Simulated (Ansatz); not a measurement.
Reaction (redistribution): `[Cl][AlH][Cl]` + `C=C[CH2][Al]([F])[F]` → `C=C[CH2][AlH][Cl]` + `[F][Al]([F])[Cl]`

Computed with Ansatz on PBE0-D4/def2-TZVP structures; ΔE is electronic, products minus reactants. CCSD(T)/CBS is the MP2 limit (def2-TZVPP, def2-QZVPP) plus CCSD(T) − MP2 in def2-TZVPP, frozen cores. This one scheme is used for every species. DFT in def2-TZVPP. B3LYP here is the variant with VWN-RPA as its local correlation; programs differ in this. One conformer a species, not always the lowest.

`[Cl][AlH][Cl]`:

```xyz
4

Cl    0.431    1.665    1.044
Al    0.068   -0.019   -0.126
Cl   -1.304   -1.422    0.570
H     0.805   -0.224   -1.489
```

`C=C[CH2][Al]([F])[F]`:

Cartesian coordinates in Å:
```
C 1.184 0.762 0.517
C 0.506 0.500 -0.612
C -0.976 0.353 -0.706
Al -0.688 -1.208 0.404
F -0.178 -2.642 -0.220
F -1.008 -1.148 2.018
H 2.266 0.744 0.536
H 0.678 1.043 1.438
H 1.079 0.222 -1.495
H -1.342 0.251 -1.722
H -1.521 1.122 -0.158
```

`C=C[CH2][AlH][Cl]`:

```xyz
11

C     0.771    1.043    0.619
C     0.222    0.747   -0.583
C    -1.044    0.036   -0.781
Al   -0.001   -1.340    0.199
Cl   -0.694   -1.777    2.148
H     1.782    1.421    0.689
H     0.192    1.007    1.538
H     0.870    0.832   -1.454
H    -1.358   -0.074   -1.812
H    -1.856    0.344   -0.121
H     1.116   -2.240   -0.442
```

`[F][Al]([F])[Cl]`:

Z-matrix (Å, degrees):
```
Al
F 1 1.631
Cl 1 2.061 2 120.5
F 1 1.631 2 119.0 3 -180.0
```

Is it downhill or uphill in electronic energy at CCSD(T)/CBS, and by how much? (Estimate.)

Ansatz gave: Uphill: ΔE = +8.1 kJ/mol.

What do these levels give: BHLYP-D4, r2SCAN, B3LYP, HF/def2-TZVPP, SCS-MP2/def2-TZVPP, HF/CBS(def2)? (Best estimate.)

The calculation gave: BHLYP-D4 10.6, r2SCAN 6.5, B3LYP 13.6, HF/def2-TZVPP 16.1, SCS-MP2/def2-TZVPP 7.8, HF/CBS(def2) 15.0 kJ/mol.

What do rigid-rotor, harmonic-oscillator terms from PBE0-D4/def2-TZVP frequencies (298.15 K, 1 bar) make of the CCSD(T)/CBS value? (Best estimate.)

Computed: ΔZPE = +0.7 kJ/mol, ΔH = +8.1 kJ/mol, ΔS = -7 J/(mol·K), ΔG = +10.2 kJ/mol.

Largest T1 diagnostic among the species: 0.012.

At CCSD(T), def2-SVP lies +7.3 kJ/mol from the extrapolated value and def2-TZVPP +0.0 kJ/mol. The D4 term adds −3.7 kJ/mol with B3LYP and −2.0 kJ/mol with PBE0; it sums over pairs of atoms, weighted by their polarisabilities, and B3LYP, whose exchange is more repulsive, gets the larger term.
